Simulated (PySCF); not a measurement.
**Solvent effects on NMR parameters**

Mapped SMILES: `[CH3:1][CH2:2][O:3][CH2:4][C:5]([CH3:6])([CH3:7])[CH3:8]`. Hydrogens are named by the atom that carries them.

GIAO PBE0/pcSseg-1 in PySCF 2.14.0 with density-fitted response routines on one PBE0-D3(BJ)/def2-SVP conformer, non-relativistic, equivalent nuclei averaged. Solvents enter as an IEF-PCM continuum (cyclohexane with ε = 2.0, chloroform with ε = 4.7, acetone with ε = 20.5) around the gas-phase geometry. Shifts are referred to TMS computed in the same medium.

Gas phase, δ in ppm: C4 79.9, C2 67.3, C5 31.9, C6/C7/C8 28.1, C1 14.8, H(C2) 3.56, H(C4) 2.84, H(C1) 1.13, H(C6)/H(C7)/H(C8) 0.90. Dipole moment 1.15 D.

Problem. How does each δ change in the continuum?

Solution. 
| atoms | environment | Δδ, cyclohexane | Δδ, chloroform | Δδ, acetone |
| --- | --- | --- | --- | --- |
| C4 | sp3 CH2 bonded to O | +0.2 | +0.3 | +0.4 |
| C2 | sp3 CH2 bonded to O | +0.3 | +0.6 | +0.8 |
| C5 | quaternary sp3 carbon | +0.4 | +0.6 | +0.9 |
| C6/C7/C8 | methyl carbon | +0.1 | +0.2 | +0.2 |
| C1 | methyl carbon | +0.2 | +0.4 | +0.6 |
| H(C2) | hydrogen on an sp3 CH2 bonded to O | +0.03 | +0.05 | +0.07 |
| H(C4) | hydrogen on an sp3 CH2 bonded to O | +0.04 | +0.08 | +0.12 |
| H(C1) | hydrogen on a methyl carbon | +0.01 | +0.02 | +0.03 |
| H(C6)/H(C7)/H(C8) | hydrogen on a methyl carbon | -0.01 | -0.02 | -0.02 |

Changes are relative to the gas phase. The dipole moment becomes 1.31 D in cyclohexane, 1.47 D in chloroform, 1.62 D in acetone.

Problem. Which nuclei move most (in ppm), and what does the model miss?

Solution. C2 (sp3 CH2 bonded to O, +0.8 ppm) and C5 (quaternary sp3 carbon, +0.9 ppm) in acetone. A continuum only polarises the solute; specific hydrogen bonds, the anisotropy of aromatic solvents and changes of geometry or conformer are outside it.
